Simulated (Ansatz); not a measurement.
Spectroscopic constants of BeAl+, multiplicity 3 (an upper state: multiplicity 1 came lower at CCSD(T)/def2-TZVPP on PBE0 minima).

Constants: fifth-degree fit in 1/R to seven points, most abundant isotopes. Runs in def2 and cc sets follow the lowest solution found near the PBE0 minimum.

Correlated levels freeze the inner cores; with def2 sets outer-core shells near the valence are correlated too.

Programs: Ansatz (a quantum-chemistry and plane-wave program) with Gaussian orbitals. Values without a source in brackets are computed.

Energies at CCSD(T)/def2-TZVPP:

| R (Å) | E (hartree) |
|---|---|
| 2.106385 | -256.29967713 |
| 2.163009 | -256.30224903 |
| 2.215102 | -256.30362380 |
| 2.273990 | -256.30424448 |
| 2.332879 | -256.30406610 |
| 2.400826 | -256.30308308 |
| 2.480099 | -256.30114967 |

### Question
With a reduced mass of 6.7557 u, find the minimum, the force constant and the constants.

### Answer
A fifth-degree polynomial in 1/R puts the minimum at r_e = 2.2885 Å with force constant 94.6 N/m. Then ω_e = (1/2πc)√(k/μ) = 488 cm⁻¹ and B_e = h/(8π²cμr_e²) = 0.4765 cm⁻¹; the cubic and quartic terms give α_e = 0.0056 and ω_e x_e = 4.2 cm⁻¹.

Doubts at one or more of the structures used: T1 above 0.05 (CCSD(T)/def2-TZVPP).
